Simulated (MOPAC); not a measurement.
Job for MOPAC: PM3 on BrH3SiSn (SMILES [SiH3][Sn][Br]), a point of a torsion scan.

```
PM3 1SCF PRECISE CHARGE=0 THREADS=1
BrH3SiSn

Si    -0.74891687 1     0.02116995 1    -0.02606131 1
Sn     1.50109245 1     1.40959832 1    -0.08886520 1
Br     2.96207186 1    -0.48989828 1    -0.91691099 1
H     -1.08870088 1    -0.44078274 1     1.33611556 1
H     -1.93522726 1     0.79946518 1    -0.43919266 1
H     -0.79815778 1    -1.19165256 1    -0.85896042 1
```

Output:

```
*******************************************************************************
 **                                                                           **
 **                              MOPAC v23.2.5                                **
 **                                                                           **
 *******************************************************************************
 ** MOPAC's Digital Object Identifier: https://doi.org/10.5281/zenodo.6511958 **
 **                                                                           **
 ** Please cite the open-source release paper for use of this MOPAC version:  **
 ** J. E. Moussa and J. J. P. Stewart (2026)                                  **
 ** MOPAC: An open-source semiempirical molecular orbital program             **
 ** J. Open Source Softw., 11(119), 8025, https://doi.org/10.21105/joss.08025 **
 *******************************************************************************

                              PM3 CALCULATION RESULTS

 *******************************************************************************
 *  PM3        - The PM3 Hamiltonian to be used
 *
 *
 *
 *                 CHARGE ON SYSTEM = 0
 *
 *
 *
 *  PRECISE    - TIGHTER CRITERIA TO BE USED
 *  1SCF       - DO 1 SCF AND THEN STOP
 *  THREADS=1  - MULTI-THREADING NOT USED
 *  T=         - A TIME OF 172800.0 SECONDS REQUESTED
 *  DUMP=N     - RESTART FILE WRITTEN EVERY 7200.0 SECONDS REQUESTED
 *******************************************************************************
PM3 1SCF PRECISE CHARGE=0 THREADS=1
 BrH3SiSn

   ATOM   CHEMICAL          X               Y               Z
  NUMBER   SYMBOL      (ANGSTROMS)     (ANGSTROMS)     (ANGSTROMS)

     1      Si         -0.74891687  *   0.02116995  *  -0.02606131  *
     2      Sn          1.50109245  *   1.40959832  *  -0.08886520  *
     3      Br          2.96207186  *  -0.48989828  *  -0.91691099  *
     4       H         -1.08870088  *  -0.44078274  *   1.33611556  *
     5       H         -1.93522726  *   0.79946518  *  -0.43919266  *
     6       H         -0.79815778  *  -1.19165256  *  -0.85896042  *



          CARTESIAN COORDINATES

    NO.       ATOM           X           Y           Z

     1        Si         -0.7489      0.0212     -0.0261
     2        Sn          1.5011      1.4096     -0.0889
     3        Br          2.9621     -0.4899     -0.9169
     4         H         -1.0887     -0.4408      1.3361
     5         H         -1.9352      0.7995     -0.4392
     6         H         -0.7982     -1.1917     -0.8590

  H: (PM3): J. J. P. STEWART, J. COMP. CHEM. 10, 209 (1989).
 Si: (PM3): J. J. P. STEWART, J. COMP. CHEM. 10, 209 (1989).
 Br: (PM3): J. J. P. STEWART, J. COMP. CHEM. 10, 209 (1989).
 Sn: (PM3): J. J. P. STEWART, J. COMP. CHEM. 12, 320-341 (1991).

           Empirical Formula: H3 Si Sn Br  =     6 atoms



      MOLECULAR POINT GROUP   :   C1


      RHF CALCULATION, NO. OF DOUBLY OCCUPIED LEVELS = 9


 -------------------------------------------------------------------------------
 PM3 1SCF PRECISE CHARGE=0 THREADS=1
 BrH3SiSn



     1SCF WAS SPECIFIED, SO BFGS WAS NOT USED
     SCF FIELD WAS ACHIEVED


                              PM3 CALCULATION
                                                       MOPAC v23.2.5 Linux




          FINAL HEAT OF FORMATION =          4.31183 KCAL/MOL =      18.04070 KJ/MOL


          COSMO AREA              =        146.41 SQUARE ANGSTROMS
          COSMO VOLUME            =        145.83 CUBIC ANGSTROMS

          IONIZATION POTENTIAL    =          9.440576 EV
          HOMO LUMO ENERGIES (EV) =         -9.441 -2.661
          NO. OF FILLED LEVELS    =          9
          MOLECULAR WEIGHT        =        229.7032         POINT GROUP:  C1

          MOLECULAR DIMENSIONS (Angstroms)

            Atom       Atom       Distance
            H     5   Br     3     5.08667
           Sn     2    H     6     3.23263
            H     4   Br     3     2.07562


          SCF CALCULATIONS        =          1





   ATOM   CHEMICAL          X               Y               Z
  NUMBER   SYMBOL      (ANGSTROMS)     (ANGSTROMS)     (ANGSTROMS)

     1      Si         -0.74891687  *   0.02116995  *  -0.02606131  *
     2      Sn          1.50109245  *   1.40959832  *  -0.08886520  *
     3      Br          2.96207186  *  -0.48989828  *  -0.91691099  *
     4       H         -1.08870088  *  -0.44078274  *   1.33611556  *
     5       H         -1.93522726  *   0.79946518  *  -0.43919266  *
     6       H         -0.79815778  *  -1.19165256  *  -0.85896042  *

                             CARTESIAN COORDINATES

   1   Si       -0.748916870     0.021169950    -0.026061310
   2   Sn        1.501092450     1.409598320    -0.088865200
   3   Br        2.962071860    -0.489898280    -0.916910990
   4    H       -1.088700880    -0.440782740     1.336115560
   5    H       -1.935227260     0.799465180    -0.439192660
   6    H       -0.798157780    -1.191652560    -0.858960420


           Empirical Formula: H3 Si Sn Br  =     6 atoms



      MOLECULAR POINT GROUP   :   C1


                  EIGENVALUES
 -17.17591 -16.58328 -14.17268 -12.24137 -12.19175 -11.98436 -11.78029 -11.33346
  -9.44058  -2.66110  -1.74885  -1.23647   1.35276   1.64221   1.82014


              NET ATOMIC CHARGES AND DIPOLE CONTRIBUTIONS

  ATOM NO.   TYPE          CHARGE      No. of ELECS.   s-Pop       p-Pop
    1         Si           0.051875        3.9481     1.08401     2.86412
    2         Sn           0.857467        3.1425     1.90955     1.23298
    3         Br          -0.541166        7.5412     1.86423     5.67694
    4          H          -0.123838        1.1238     1.12384
    5          H          -0.131773        1.1318     1.13177
    6          H          -0.112564        1.1126     1.11256
 DIPOLE           X         Y         Z       TOTAL
 POINT-CHG.     0.600     7.485     1.959     7.760
 HYBRID        -2.203    -2.922    -0.317     3.673
 SUM           -1.603     4.562     1.642     5.107


          ATOMIC ORBITAL ELECTRON POPULATIONS

     Atom    s        px        py        pz
    1 Si   1.08401   1.03111   0.94776   0.88524
    2 Sn   1.90955   0.57278   0.54126   0.11895
    3 Br   1.86423   1.90153   1.84881   1.92660
    4  H   1.12384
    5  H   1.13177
    6  H   1.11256

 **********************
 *                    *
 * JOB ENDED NORMALLY *
 *                    *
 **********************




 == MOPAC DONE ==
```

The run finished.

Cost: very roughly 0.020 core-seconds.
